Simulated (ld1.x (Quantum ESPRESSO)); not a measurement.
**PBEsol TM dataset for gadolinium, scalar-relativistic all-electron reference.**

ld1.x (Quantum ESPRESSO) 7.5 was run on this input:

```
&input
   title='Gd', zed=64., rel=1, dft='PBESOL', iswitch=3,
   config='[Xe] 4f7 5d1 6s1 6p0',
   nld=4, rlderiv=3.55, eminld=-6.0, emaxld=5.0, deld=0.02
 /
 &inputp
   pseudotype=2, tm=.true., lloc=-1, rcloc=3.10,
   nlcc=.false.,
   file_pseudopw='Gd.UPF', file_wfcaegen='ae.wfc', file_wfcncgen='nc.wfc', file_beta='beta', file_chi='chi'
 /
4
5S  1  0   2.00   0.00  2.15  2.15  0.0
5P  2  1   6.00   0.00  2.55  2.55  0.0
5D  3  2   1.00   0.00  3.25  3.25  0.0
4F  4  3   7.00   0.00  1.20  1.20  0.0
 &test
   configts(1)='4f7 5s2 5p6 5d1 6s1 6p0'
 /
```

Command:

```bash
ld1.x < Gd.in > Gd.out
```

The program printed (shortened: banner, matrices, multipoles, cross overlaps and the repeated all-electron block are left out):

```
Program LD1 v.7.5
     --------------------------- All-electron run ----------------------------

     Gd
     scalar relativistic calculation

     atomic number is 64.00
     dft =PBESOL   lsd =0 sic =0 latt =0  beta=0.20 tr2=1.0E-14
     Exchange-correlation= PBESOL
                           (   1   4  10   8   0   0   0)
     mesh =1263 r(mesh) = 101.10069 a.u. xmin = -7.00 dx = 0.01250
     1 Ry =  13.60569312 eV, c = 137.03599908

     n l     nl                  e(Ry)          e(Ha)          e(eV)
     1 0     1S 1( 2.00)     -3681.5782     -1840.7891    -50090.4227
     2 0     2S 1( 2.00)      -608.2915      -304.1458     -8276.2277
     2 1     2P 1( 6.00)      -541.4126      -270.7063     -7366.2940
     3 0     3S 1( 2.00)      -135.2008       -67.6004     -1839.5004
     3 1     3P 1( 6.00)      -114.4861       -57.2431     -1557.6633
     4 0     4S 1( 2.00)       -27.5878       -13.7939      -375.3509
     4 1     4P 1( 6.00)       -20.7589       -10.3794      -282.4392
     3 2     3D 1(10.00)       -87.1342       -43.5671     -1185.5205
     5 0     5S 1( 2.00)        -4.1251        -2.0626       -56.1253
     5 1     5P 1( 6.00)        -2.4714        -1.2357       -33.6255
     4 2     4D 1(10.00)       -11.3152        -5.6576      -153.9518
     4 3     4F 1( 7.00)        -1.1087        -0.5544       -15.0847
     5 2     5D 1( 1.00)        -0.6199        -0.3099        -8.4338
     6 0     6S 1( 1.00)        -0.6833        -0.3416        -9.2965
     6 1     6P 1( 0.00)        -0.4196        -0.2098        -5.7083

     final scf error:  5.2E-15 reached in  32 iterations

     Etot =  -22534.064789 Ry,  -11267.032394 Ha, -306591.570326 eV

     Ekin =   24197.358475 Ry,   12098.679237 Ha,  329221.833792 eV
     Encl =  -54949.189893 Ry,  -27474.594947 Ha, -747621.815046 eV
     Eh   =    8706.778773 Ry,    4353.389386 Ha,  118461.760071 eV
     Exc  =    -489.012142 Ry,    -244.506071 Ha,   -6653.349143 eV

     normalization and overlap integrals

     s(1S/1S) =  1.000000  <r> =   0.0219  <r2> =    0.0007  r(max) =   0.0140
     s(2S/2S) =  1.000000  <r> =   0.0933  <r2> =    0.0103  r(max) =   0.0794
     s(2P/2P) =  1.000000  <r> =   0.0824  <r2> =    0.0083  r(max) =   0.0642
     s(3S/3S) =  1.000000  <r> =   0.2445  <r2> =    0.0683  r(max) =   0.2239
     s(3P/3P) =  1.000000  <r> =   0.2431  <r2> =    0.0685  r(max) =   0.2212
     s(4S/4S) =  1.000000  <r> =   0.5529  <r2> =    0.3451  r(max) =   0.5174
     s(4P/4P) =  1.000000  <r> =   0.5853  <r2> =    0.3896  r(max) =   0.5372
     s(3D/3D) =  1.000000  <r> =   0.2212  <r2> =    0.0575  r(max) =   0.1811
     s(5S/5S) =  1.000000  <r> =   1.3319  <r2> =    1.9953  r(max) =   1.1956
     s(5P/5P) =  1.000000  <r> =   1.5581  <r2> =    2.7569  r(max) =   1.3547
     s(4D/4D) =  1.000000  <r> =   0.6361  <r2> =    0.4694  r(max) =   0.5577
     s(4F/4F) =  1.000000  <r> =   0.8643  <r2> =    0.9820  r(max) =   0.5647
     s(5D/5D) =  1.000000  <r> =   2.5530  <r2> =    7.7723  r(max) =   1.9225
     s(6S/6S) =  1.000000  <r> =   3.6445  <r2> =   14.9214  r(max) =   3.2095
     s(6P/6P) =  1.000000  <r> =   4.6531  <r2> =   24.3815  r(max) =   4.0699

     ------------------------ End of All-electron run ------------------------

     --------------------- Generating NC pseudopotential ---------------------

      Generating local potential from pseudized AE potential:
      Matching radius rcloc =   3.1000

      Local pseudo, rcloc= 3.130 Estimated cut-off energy=     2.37 Ry

      Wfc   5S  rcut= 2.151  Using Troullier-Martins method

      Wfc   5P  rcut= 2.563  Using Troullier-Martins method

      Wfc   5D  rcut= 3.291  Using Troullier-Martins method

      Wfc   4F  rcut= 1.211  Using Troullier-Martins method

     ------------------- End of pseudopotential generation -------------------

     Computing logarithmic derivative in   3.56936

       Warning: n=4, l=3 expected 0 nodes, found 1
       Setting wfc to zero for this iteration
       (This warning will only be printed once per wavefunction)

       Warning: n=1, l=0 expected 0 nodes, found 1
       Setting wfc to zero for this iteration
       (This warning will only be printed once per wavefunction)

     Message from routine run_pseudo:
     Warning: convergence not achieved
     Computing logarithmic derivative in   3.56936
     Computing the partial wave expansion
     R is outside the sphere for l=    0 j= 0.00
     R is outside the sphere for l=    1 j= 0.00
     R is outside the sphere for l=    2 j= 0.00
     R is outside the sphere for l=    3 j= 0.00

     ---------------------- Testing the pseudopotential ----------------------

     Gd
     scalar relativistic calculation

     atomic number is 64.00   valence charge is 18.00
     dft =PBESOL   lsd =0 sic =0 latt =0  beta=0.20 tr2=1.0E-14
     mesh =1263 r(mesh) = 101.10069 xmin = -7.00 dx = 0.01250

     n l     nl             e AE (Ry)        e PS (Ry)    De AE-PS (Ry)
     4 3     4F   1( 7.00)       -1.10870       -1.10869       -0.00001
     1 0     5S   1( 2.00)       -4.12513       -4.12513       -0.00000
     2 1     5P   1( 6.00)       -2.47143       -2.47143        0.00000
     3 2     5D   1( 1.00)       -0.61987       -0.61987        0.00000
     2 0     6S   1( 1.00)       -0.68328       -0.67918       -0.00410
     3 1     6P   1( 0.00)       -0.41955       -0.41044       -0.00911  !

     eps = 5.2E-12  iter =201

     Etot =  -22534.064789 Ry,  -11267.032394 Ha, -306591.570326 eV
     Etotps =  -219.838205 Ry,    -109.919102 Ha,   -2991.051147 eV

     Ekin =     233.764566 Ry,     116.882283 Ha,    3180.528946 eV
     Encl =    -416.676478 Ry,    -208.338239 Ha,   -5669.172292 eV
     Ehrt =     194.671407 Ry,      97.335704 Ha,    2648.639426 eV
     Ecxc =     -22.576197 Ry,     -11.288098 Ha,    -307.164803 eV
     Epseu=    -209.021503 Ry,    -104.510751 Ha,   -2843.882424 eV

     ---------------------- End of pseudopotential test ----------------------
```

Generation and configuration tests took about 5.5 s on one core of a shared server CPU.

Transferability test of the new file with ld1.x, input:

```
&input
   title='Gd', zed=64., rel=1, dft='PBESOL', iswitch=2,
   config='[Xe] 4f7 5d1 6s1 6p0'
 /
 &test
   file_pseudo='Gd.UPF', nconf=8,
   configts(1)='4f7 5s2 5p6 5d1 6s1 6p0',
   configts(2)='4f7 5s2 5p6 5d1 6s2 6p0',
   configts(3)='4f7 5s2 5p6 5d1 6s0 6p0',
   configts(4)='4f7 5s2 5p6 5d0 6s0 6p0',
   configts(5)='4f7 5s1 5p6 5d1 6s2 6p0',
   configts(6)='4f8 5s2 5p6 5d0 6s2 6p0',
   configts(7)='4f8 5s2 5p6 5d0 6s1 6p0',
   configts(8)='4f7 5s2 5p6 5d1 6s1.5 6p0'
 /
```

```bash
ld1.x < Gd.test.in > Gd.test.out
```

Pseudopotential blocks of its output, shortened (energy terms left out; the distinct warnings before each block abridged to one line each):

```
     Warning: convergence not achieved
     Warning: n=1, l=0 expected 0 nodes, found 1
     Warning: n=4, l=3 expected 0 nodes, found 1
     ---------------------- Testing the pseudopotential ----------------------

     n l     nl             e AE (Ry)        e PS (Ry)    De AE-PS (Ry)
     4 3     4F   1( 7.00)       -1.10870       -1.10869       -0.00001
     1 0     5S   1( 2.00)       -4.12513       -4.12513       -0.00000
     2 1     5P   1( 6.00)       -2.47143       -2.47143        0.00000
     3 2     5D   1( 1.00)       -0.61987       -0.61987        0.00000
     2 0     6S   1( 1.00)       -0.68328       -0.67918       -0.00410
     3 1     6P   1( 0.00)       -0.41955       -0.41044       -0.00911  !

     eps = 3.6E-14  iter =201

     Etot =  -22534.064788 Ry,  -11267.032394 Ha, -306591.570324 eV
     Etotps =  -219.838204 Ry,    -109.919102 Ha,   -2991.051147 eV

     ---------------------- End of pseudopotential test ----------------------

          Warning: convergence not achieved
     ---------------------- Testing the pseudopotential ----------------------

     n l     nl             e AE (Ry)        e PS (Ry)    De AE-PS (Ry)
     4 3     4F   1( 7.00)       -0.64181       -0.63665       -0.00517  !
     1 0     5S   1( 2.00)       -3.65769       -3.65655       -0.00115
     2 1     5P   1( 6.00)       -2.00468       -2.00491        0.00023
     3 2     5D   1( 1.00)       -0.18776       -0.18888        0.00112
     2 0     6S   1( 2.00)       -0.30490       -0.30153       -0.00337
     3 1     6P   1( 0.00)       -0.09660       -0.09243       -0.00417

     eps = 8.0E-12  iter =201

     Etot =  -22534.555288 Ry,  -11267.277644 Ha, -306598.243910 eV
     Etotps =  -220.324949 Ry,    -110.162474 Ha,   -2997.673640 eV
     dEtot_ae =      -0.490500 Ry
     dEtot_ps =      -0.486744 Ry,   Delta E=      -0.003755 Ry

     ---------------------- End of pseudopotential test ----------------------

          Warning: convergence not achieved
     ---------------------- Testing the pseudopotential ----------------------

     n l     nl             e AE (Ry)        e PS (Ry)    De AE-PS (Ry)
     4 3     4F   1( 7.00)       -1.65336       -1.66819        0.01483  !
     1 0     5S   1( 2.00)       -4.67046       -4.67775        0.00729  !
     2 1     5P   1( 6.00)       -3.01324       -3.01792        0.00468
     3 2     5D   1( 1.00)       -1.11266       -1.11441        0.00174
     2 0     6S   1( 0.00)       -1.09309       -1.09219       -0.00091
     3 1     6P   1( 0.00)       -0.77495       -0.76133       -0.01362  !

     eps = 1.6E-12  iter =201

     Etot =  -22533.179447 Ry,  -11266.589724 Ha, -306579.524642 eV
     Etotps =  -218.955658 Ry,    -109.477829 Ha,   -2979.043486 eV
     dEtot_ae =       0.885341 Ry
     dEtot_ps =       0.882547 Ry,   Delta E=       0.002794 Ry

     ---------------------- End of pseudopotential test ----------------------

          Warning: convergence not achieved
     ---------------------- Testing the pseudopotential ----------------------

     n l     nl             e AE (Ry)        e PS (Ry)    De AE-PS (Ry)
     4 3     4F   1( 7.00)       -2.48022       -2.48690        0.00668  !
     1 0     5S   1( 2.00)       -5.49289       -5.49640        0.00351
     2 1     5P   1( 6.00)       -3.81314       -3.81721        0.00407
     3 2     5D   1( 0.00)       -1.81129       -1.81188        0.00059
     2 0     6S   1( 0.00)       -1.64208       -1.64729        0.00521  !
     3 1     6P   1( 0.00)       -1.24755       -1.22401       -0.02354  !

     eps = 1.7E-12  iter =201

     Etot =  -22531.724731 Ry,  -11265.862365 Ha, -306559.732218 eV
     Etotps =  -217.499193 Ry,    -108.749596 Ha,   -2959.227274 eV
     dEtot_ae =       2.340058 Ry
     dEtot_ps =       2.339011 Ry,   Delta E=       0.001046 Ry

     ---------------------- End of pseudopotential test ----------------------

          Warning: n=2, l=1 expected 0 nodes, found 1
     ---------------------- Testing the pseudopotential ----------------------

     n l     nl             e AE (Ry)        e PS (Ry)    De AE-PS (Ry)
     4 3     4F   1( 7.00)       -1.54956       -1.56577        0.01621  !
     1 0     5S   1( 1.00)       -4.51108       -4.51257        0.00149
     2 1     5P   1( 6.00)       -2.81272       -2.81015       -0.00257
     3 2     5D   1( 1.00)       -0.83035       -0.81928       -0.01107  !
     2 0     6S   1( 2.00)       -0.79049       -0.78905       -0.00143
     3 1     6P   1( 0.00)       -0.48650       -0.47028       -0.01622  !

     eps = 1.4E-15  iter =104

     Etot =  -22530.486185 Ry,  -11265.243092 Ha, -306542.880940 eV
     Etotps =  -216.253013 Ry,    -108.126506 Ha,   -2942.272125 eV
     dEtot_ae =       3.578604 Ry
     dEtot_ps =       3.585192 Ry,   Delta E=      -0.006588 Ry

     ---------------------- End of pseudopotential test ----------------------

          Warning: convergence not achieved
     ---------------------- Testing the pseudopotential ----------------------

     n l     nl             e AE (Ry)        e PS (Ry)    De AE-PS (Ry)
     4 3     4F   1( 8.00)       -0.21620       -0.18540       -0.03080  !
     1 0     5S   1( 2.00)       -3.38848       -3.36830       -0.02018  !
     2 1     5P   1( 6.00)       -1.78797       -1.78878        0.00080
     3 2     5D   1( 0.00)       -0.10638       -0.11860        0.01221  !
     2 0     6S   1( 2.00)       -0.27058       -0.26703       -0.00355
     3 1     6P   1( 0.00)       -0.08575       -0.08593        0.00018

     eps = 2.5E-12  iter =201

     Etot =  -22534.834134 Ry,  -11267.417067 Ha, -306602.037802 eV
     Etotps =  -220.574902 Ry,    -110.287451 Ha,   -3001.074428 eV
     dEtot_ae =      -0.769345 Ry
     dEtot_ps =      -0.736698 Ry,   Delta E=      -0.032648 Ry

     ---------------------- End of pseudopotential test ----------------------

          Warning: convergence not achieved
     ---------------------- Testing the pseudopotential ----------------------

     n l     nl             e AE (Ry)        e PS (Ry)    De AE-PS (Ry)
     4 3     4F   1( 8.00)       -0.67787       -0.64160       -0.03626  !
     1 0     5S   1( 2.00)       -3.85520       -3.82822       -0.02699  !
     2 1     5P   1( 6.00)       -2.25347       -2.24778       -0.00569  !
     3 2     5D   1( 0.00)       -0.51891       -0.52924        0.01033  !
     2 0     6S   1( 1.00)       -0.63398       -0.62572       -0.00825  !
     3 1     6P   1( 0.00)       -0.39200       -0.38760       -0.00440

     eps = 1.2E-11  iter =201

     Etot =  -22534.385284 Ry,  -11267.192642 Ha, -306595.930891 eV
     Etotps =  -220.131736 Ry,    -110.065868 Ha,   -2995.044845 eV
     dEtot_ae =      -0.320496 Ry
     dEtot_ps =      -0.293531 Ry,   Delta E=      -0.026964 Ry

     ---------------------- End of pseudopotential test ----------------------

          Warning: convergence not achieved
     ---------------------- Testing the pseudopotential ----------------------

     n l     nl             e AE (Ry)        e PS (Ry)    De AE-PS (Ry)
     4 3     4F   1( 7.00)       -0.86424       -0.86087       -0.00337
     1 0     5S   1( 2.00)       -3.88038       -3.87935       -0.00103
     2 1     5P   1( 6.00)       -2.22728       -2.22705       -0.00023
     3 2     5D   1( 1.00)       -0.39492       -0.39531        0.00039
     2 0     6S   1( 1.50)       -0.48892       -0.48495       -0.00398
     3 1     6P   1( 0.00)       -0.25232       -0.24573       -0.00659  !

     eps = 4.8E-12  iter =201

     Etot =  -22534.357414 Ry,  -11267.178707 Ha, -306595.551699 eV
     Etotps =  -220.128867 Ry,    -110.064433 Ha,   -2995.005812 eV
     dEtot_ae =      -0.292626 Ry
     dEtot_ps =      -0.290663 Ry,   Delta E=      -0.001963 Ry

     ---------------------- End of pseudopotential test ----------------------
```
